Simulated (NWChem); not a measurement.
Everything below was run with NWChem. System: aminoborane (H$_{4}$BN), charge 0, spin multiplicity 1, at a geometry optimised with PBE0/def2-SVP. Level: CIS/aug-cc-pVDZ.

Job file:

```
start mol
memory heap 200 mb stack 900 mb global 1100 mb
geometry units angstroms nocenter noautoz
  B      0.000000     0.000000    -0.776169
  N      0.000000     0.000000     0.611172
  H     -1.057459     0.000000    -1.364498
  H      1.057459     0.000000    -1.364498
  H      0.846359     0.000000     1.165820
  H     -0.846359     0.000000     1.165820
  symmetry group C2v
end
basis spherical
  * library aug-cc-pvdz
end
dft
  xc hfexch
  semidirect memsize 60000000 filesize 0
  iterations 100
end
tddft
  cis
  nroots 5
  notriplet
  thresh 1e-4
end
task tddft energy
```

NWChem printed:

```
             Northwest Computational Chemistry Package (NWChem) 7.3.0
             --------------------------------------------------------

                                NWChem Input Module
                                -------------------

 Scaling coordinates for geometry "geometry" by  1.889725989
 (inverse scale =  0.529177249)

 Turning off AUTOSYM since
 SYMMETRY directive was detected!

                             Geometry "geometry" -> ""
                             -------------------------

 Output coordinates in angstroms (scale by  1.889725989 to convert to a.u.)

  No.       Tag          Charge          X              Y              Z
 ---- ---------------- ---------- -------------- -------------- --------------
    1 B                    5.0000     0.00000000     0.00000000    -0.77616900
    2 N                    7.0000     0.00000000     0.00000000     0.61117200
    3 H                    1.0000    -1.05745900     0.00000000    -1.36449800
    4 H                    1.0000     1.05745900     0.00000000    -1.36449800
    5 H                    1.0000     0.84635900     0.00000000     1.16582000
    6 H                    1.0000    -0.84635900     0.00000000     1.16582000

 Effective nuclear repulsion energy (a.u.)      32.1623911287

            Nuclear Dipole moment (a.u.)
            ----------------------------
        X                 Y               Z
 ---------------- ---------------- ----------------
     0.0000000000     0.0000000000     0.0000056692

      Symmetry information
      --------------------

 Group name             C2v
 Group number             16
 Group order               4
 No. of unique centers     4

      Symmetry unique atoms

     1    2    3    5


 Summary of "ao basis" -> "" (spherical)
 ------------------------------------------------------------------------------
       Tag                 Description            Shells   Functions and Types
 ---------------- ------------------------------  ------  ---------------------
 *                        aug-cc-pvdz                 on all atoms

  xc_inp: hfexch multiplicative factor not found.

                                 NWChem DFT Module
                                 -----------------

 Summary of "ao basis" -> "ao basis" (spherical)
 ------------------------------------------------------------------------------
       Tag                 Description            Shells   Functions and Types
 ---------------- ------------------------------  ------  ---------------------
 B                        aug-cc-pvdz                9       23   4s3p2d
 N                        aug-cc-pvdz                9       23   4s3p2d
 H                        aug-cc-pvdz                5        9   3s2p

 Summary of "ao basis" -> "ao basis" (spherical)
 ------------------------------------------------------------------------------
       Tag                 Description            Shells   Functions and Types
 ---------------- ------------------------------  ------  ---------------------
 B                        aug-cc-pvdz                9       23   4s3p2d
 N                        aug-cc-pvdz                9       23   4s3p2d
 H                        aug-cc-pvdz                5        9   3s2p

      Symmetry analysis of basis
      --------------------------

        a1         36
        a2          8
        b1         24
        b2         14

            General Information
            -------------------
          SCF calculation type: DFT
          Wavefunction type:  closed shell.
          No. of atoms     :     6
          No. of electrons :    16
           Alpha electrons :     8
            Beta electrons :     8
          Charge           :     0
          Spin multiplicity:     1
          Use of symmetry is: off; symmetry adaption is: on
          Maximum number of iterations: 100
          AO basis - number of functions:    82
                     number of shells:    38
          Convergence on energy requested:  1.00D-06
          Convergence on density requested:  1.00D-05
          Convergence on gradient requested:  5.00D-04

              XC Information
              --------------
                     Hartree-Fock (Exact) Exchange  1.000

          Convergence Information
          -----------------------
          Convergence aids based upon iterative change in
          total energy or number of iterations.
          Levelshifting, if invoked, occurs when the
          HOMO/LUMO gap drops below (HL_TOL):  1.00D-02
          DIIS, if invoked, will attempt to extrapolate
          using up to (NFOCK): 10 stored Fock matrices.

                    Damping( 0%)  Levelshifting(0.5)       DIIS
                  --------------- ------------------- ---------------
          dE  on:    start            ASAP                start
          dE off:    2 iters        100 iters           100 iters

      Screening Tolerance Information
      -------------------------------
          Density screening/tol_rho:  1.00D-10
          AO Gaussian exp screening on grid/accAOfunc:  14
          CD Gaussian exp screening on grid/accCDfunc:  20
          XC Gaussian exp screening on grid/accXCfunc:  20
          Schwarz screening/accCoul:  1.00D-08

      Superposition of Atomic Density Guess
      -------------------------------------

 Sum of atomic energies:         -80.83318278

      Non-variational initial energy
      ------------------------------

 Total energy =     -81.783357
 1-e energy   =    -170.905840
 2-e energy   =      56.960093
 HOMO         =      -0.705371
 LUMO         =      -0.532677
[...]
         Spin multiplicity :       1
    Number of AO functions :      82
        Use of symmetry is : off
      Symmetry adaption is : on
         Schwarz screening :  0.10D-07

              XC Information
              --------------
              Hartree-Fock (Exact) Exchange   1.00

             TDDFT Information
             -----------------
          Calculation type : CIS
         Wavefunction type : Restricted singlets
          No. of electrons :      16
           Alpha electrons :       8
            Beta electrons :       8
              No. of roots :       5
          Max subspacesize :    5000
            Max iterations :     100
               Target root :       1
           Target symmetry : none
      Symmetry restriction : off
                 Algorithm : Optimal
        Davidson threshold :  0.10D-03

            Memory Information
            ------------------
          Available GA space size is         144172476 doubles
          Available MA space size is         144175972 doubles
          Length of a trial vector is          592
          Algorithm : Incore multiple tensor contraction
          Estimated peak GA usage is           9172092 doubles
          Estimated peak MA usage is             13000 doubles

    5 smallest eigenvalue differences (eV)
--------------------------------------------------------
  No. Spin  Occ  Vir  Irrep   E(Occ)    E(Vir)   E(Diff)
--------------------------------------------------------
    1    1    8    9 b2       -0.439     0.035    12.918
    2    1    8   10 a2       -0.439     0.047    13.226
    3    1    7    9 b1       -0.459     0.035    13.464
    4    1    8   11 a1       -0.439     0.056    13.489
    5    1    8   12 b2       -0.439     0.060    13.588
--------------------------------------------------------

  Entering Davidson iterations
  Restricted singlet excited states

  Iter   NTrls   NConv    DeltaV     DeltaE      Time
  ----  ------  ------  ---------  ---------  ---------
    1      5       0     0.71E-01   0.10+100        1.8
    2     10       0     0.68E-01   0.29E-01        1.9
    3     15       0     0.28E-01   0.10E-01        1.9
    4     20       0     0.25E-01   0.38E-02        1.9
    5     25       0     0.14E-01   0.16E-02        1.9
    6     30       0     0.69E-01   0.29E-01        1.9
    7     35       0     0.18E-01   0.60E-02        1.9
    8     40       1     0.42E-02   0.25E-03        1.9
    9     44       1     0.15E-02   0.11E-04        1.8
   10     48       4     0.27E-03   0.55E-06        1.8
   11     49       5     0.74E-04   0.17E-07        1.8
  ----  ------  ------  ---------  ---------  ---------
  Convergence criterion met

  Ground state a1        -81.504880710399 a.u.

  ----------------------------------------------------------------------------
  Root   1 singlet b2             0.292842347 a.u.                7.9686 eV
  ----------------------------------------------------------------------------
     Transition Moments    X -0.00000   Y -0.53432   Z  0.00000
     Transition Moments   XX  0.00000  XY  0.00000  XZ  0.00000
     Transition Moments   YY  0.00000  YZ -1.12908  ZZ -0.00000
     Dipole Oscillator Strength                    0.0557362416
     Electric Quadrupole                           0.0000001705
     Magnetic Dipole                               0.0000001338
     Total Oscillator Strength                     0.0557365458

          sigma_e =   2.6410 Angstrom
          sigma_h =   1.0618 Angstrom
         |d_h->e| =   1.1975 Angstrom
            d_exc =   3.0814 Angstrom
            d_CD1 =   2.7768 Angstrom
            d_CD2 =  -0.6539 Angstrom
            d_CD3 =   4.2790 Angstrom
     Pearson C.C. =   0.0074

     Occ.    8  b2  ---  Virt.    9  a1      -0.84614
     Occ.    8  b2  ---  Virt.   12  a1       0.19203
     Occ.    8  b2  ---  Virt.   14  a1       0.05385
     Occ.    8  b2  ---  Virt.   15  a1       0.18254
     Occ.    8  b2  ---  Virt.   18  a1       0.42339
     Occ.    8  b2  ---  Virt.   21  a1      -0.06188
     Occ.    8  b2  ---  Virt.   25  a1      -0.08667
     Occ.    8  b2  ---  Virt.   26  a1      -0.05553
     Occ.    8  b2  ---  Virt.   32  a1      -0.06460
     Occ.    8  b2  ---  Virt.   43  a1       0.06182
  ----------------------------------------------------------------------------
  Root   2 singlet a2             0.295370155 a.u.                8.0374 eV
  ----------------------------------------------------------------------------
     Transition Moments    X  0.00000   Y -0.00000   Z -0.00000
     Transition Moments   XX  0.00000  XY -1.65138  XZ  0.00000
     Transition Moments   YY -0.00000  YZ -0.00000  ZZ  0.00000
     Dipole Oscillator Strength                    0.0000000000
     Electric Quadrupole                           0.0000003742
     Magnetic Dipole                               0.0000049831
     Total Oscillator Strength                     0.0000053573

          sigma_e =   1.7756 Angstrom
          sigma_h =   1.3590 Angstrom
         |d_h->e| =   0.1394 Angstrom
            d_exc =   2.2070 Angstrom
            d_CD1 =   0.5560 Angstrom
            d_CD2 =  -1.4279 Angstrom
            d_CD3 =   2.3464 Angstrom
     Pearson C.C. =   0.0307

     Occ.    5  b1  ---  Virt.   17  b2       0.05137
     Occ.    7  b1  ---  Virt.   11  b2       0.52016
     Occ.    7  b1  ---  Virt.   17  b2       0.79054
     Occ.    7  b1  ---  Virt.   19  b2       0.27267
     Occ.    7  b1  ---  Virt.   33  b2      -0.08968
     Occ.    7  b1  ---  Virt.   40  b2      -0.08923
  ----------------------------------------------------------------------------
  Root   3 singlet a2             0.330849671 a.u.                9.0029 eV
  ----------------------------------------------------------------------------
     Transition Moments    X -0.00000   Y  0.00000   Z  0.00000
     Transition Moments   XX -0.00000  XY  0.79022  XZ  0.00000
     Transition Moments   YY -0.00000  YZ  0.00000  ZZ -0.00000
     Dipole Oscillator Strength                    0.0000000000
     Electric Quadrupole                           0.0000001204
     Magnetic Dipole                               0.0000000031
     Total Oscillator Strength                     0.0000001236

          sigma_e =   3.1672 Angstrom
          sigma_h =   1.0617 Angstrom
         |d_h->e| =   0.7707 Angstrom
            d_exc =   3.4245 Angstrom
            d_CD1 =   2.8762 Angstrom
            d_CD2 =  -1.3437 Angstrom
            d_CD3 =   4.1953 Angstrom
     Pearson C.C. =   0.0037

     Occ.    8  b2  ---  Virt.   10  b1      -0.74819
     Occ.    8  b2  ---  Virt.   13  b1      -0.38889
     Occ.    8  b2  ---  Virt.   16  b1       0.25089
     Occ.    8  b2  ---  Virt.   20  b1       0.40227
     Occ.    8  b2  ---  Virt.   24  b1      -0.18312
     Occ.    8  b2  ---  Virt.   27  b1       0.05950
     Occ.    8  b2  ---  Virt.   31  b1       0.06746
     Occ.    8  b2  ---  Virt.   34  b1      -0.10384
     Occ.    8  b2  ---  Virt.   41  b1       0.07515
     Occ.    8  b2  ---  Virt.   45  b1      -0.05347
  ----------------------------------------------------------------------------
  Root   4 singlet a1             0.334453574 a.u.                9.1009 eV
  ----------------------------------------------------------------------------
     Transition Moments    X  0.00000   Y -0.00000   Z  0.98222
     Transition Moments   XX -0.77524  XY -0.00000  XZ -0.00000
     Transition Moments   YY -1.64594  YZ -0.00000  ZZ  0.38455
     Dipole Oscillator Strength                    0.2151098247
     Electric Quadrupole                           0.0000002067
     Magnetic Dipole                               0.0000000000
     Total Oscillator Strength                     0.2151100314

          sigma_e =   2.5119 Angstrom
          sigma_h =   1.1050 Angstrom
         |d_h->e| =   1.2626 Angstrom
            d_exc =   2.9985 Angstrom
            d_CD1 =   2.6695 Angstrom
            d_CD2 =  -0.5458 Angstrom
            d_CD3 =   4.2611 Angstrom
     Pearson C.C. =   0.0241

     Occ.    5  b1  ---  Virt.   20  b1       0.05478
     Occ.    7  b1  ---  Virt.   10  b1       0.13032
     Occ.    7  b1  ---  Virt.   16  b1      -0.06517
     Occ.    7  b1  ---  Virt.   20  b1      -0.06413
     Occ.    8  b2  ---  Virt.   11  b2       0.72011
     Occ.    8  b2  ---  Virt.   17  b2       0.58953
     Occ.    8  b2  ---  Virt.   19  b2       0.25222
     Occ.    8  b2  ---  Virt.   28  b2       0.09230
  ----------------------------------------------------------------------------
  Root   5 singlet b1             0.346438718 a.u.                9.4271 eV
  ----------------------------------------------------------------------------
     Transition Moments    X  0.55186   Y -0.00000   Z -0.00000
     Transition Moments   XX -0.00000  XY  0.00000  XZ -2.24975
     Transition Moments   YY  0.00000  YZ -0.00000  ZZ  0.00000
     Dipole Oscillator Strength                    0.0703381674
     Electric Quadrupole                           0.0000011207
     Magnetic Dipole                               0.0000034504
     Total Oscillator Strength                     0.0703427384

          sigma_e =   3.4912 Angstrom
          sigma_h =   1.4045 Angstrom
         |d_h->e| =   0.8524 Angstrom
            d_exc =   3.7116 Angstrom
            d_CD1 =   2.9391 Angstrom
            d_CD2 =  -1.5954 Angstrom
            d_CD3 =   4.5640 Angstrom
     Pearson C.C. =   0.1134

     Occ.    6  a1  ---  Virt.   10  b1       0.08856
     Occ.    6  a1  ---  Virt.   16  b1      -0.06833
     Occ.    7  b1  ---  Virt.    9  a1       0.81058
     Occ.    7  b1  ---  Virt.   12  a1       0.23043
     Occ.    7  b1  ---  Virt.   14  a1       0.31469
     Occ.    7  b1  ---  Virt.   15  a1      -0.27312
     Occ.    7  b1  ---  Virt.   18  a1      -0.21328
     Occ.    7  b1  ---  Virt.   21  a1       0.16115
     Occ.    7  b1  ---  Virt.   23  a1      -0.06836
     Occ.    7  b1  ---  Virt.   26  a1      -0.07463
     Occ.    7  b1  ---  Virt.   29  a1      -0.07056

              Target root =      1
          Target symmetry = none
      Ground state energy =    -81.504880710399
        Excitation energy =      0.292842346654
     Excited state energy =    -81.212038363744

  stored tddft:energy   -81.212038363744057

 Task  times  cpu:       21.4s     wall:       21.4s

 Total times  cpu:       21.5s     wall:       21.5s
```
